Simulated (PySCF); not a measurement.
# TaNCl₂ + 2 H₂O → TaN(OH)₂ + 2 HCl

Level: PBE0 in the def2-TZVP basis family, computed in PySCF with density fitting; scalar-relativistic core potentials for atoms from Rb on, none lighter, no spin–orbit coupling; open shells unrestricted.

| species | state and structure | E (Eh) | ZPE (kJ/mol) | H(298 K) − H(0) (kJ/mol) | S° (J/(mol K)) |
| --- | --- | --- | --- | --- | --- |
| TaNCl₂ | singlet, Cs, Ta–Cl 2.305 Å (×2), Ta–N 1.680 Å; Cl–Ta–Cl 114.6°, Cl–Ta–N 106.7° (×2) | -1031.92361 | 14.3 | 16.5 | 336.9 |
| H₂O | singlet, C2v, O–H 0.960 Å (×2); H–O–H 105.1° | -76.37736 | 56.5 | 9.9 | 188.7 |
| TaN(OH)₂ | singlet, C1, O–H 0.959 Å, O–H 0.961 Å, Ta–N 1.695 Å, Ta–O 1.922 Å, Ta–O 1.939 Å; H–O–Ta 119.2°, H–O–Ta 121.3°, N–Ta–O 103.6°, N–Ta–O 106.4°, O–Ta–O 111.8° | -263.32171 | 79.2 | 16.6 | 320.0 |
| HCl | singlet, C∞v, H–Cl 1.279 Å | -460.66440 | 17.9 | 8.7 | 186.6 |

(1) What is the electronic reaction energy?

(2) Add zero-point, thermal and entropy terms for 298.15 K and 1 bar.

Answers

(1) At PBE0/def2-TZVP, ΔE = 73.0 kJ/mol from the differences of the total energies times 2625.5, uphill. 

(2) ΔZPE = -12.3 and Δ[H(298) − H(0)] = -2.3 kJ/mol give ΔH° = 58.4 kJ/mol. ΔS° = -21.1 J/(mol K), so ΔG° = 58.4 − 298.15 × (-0.0211) = 65 kJ/mol and log₁₀K = -11.3.

Spin–orbit coupling can matter for TaNCl₂, TaN(OH)₂ and is left out. The structures come from searches over a few start shapes, so lower isomers are not excluded.
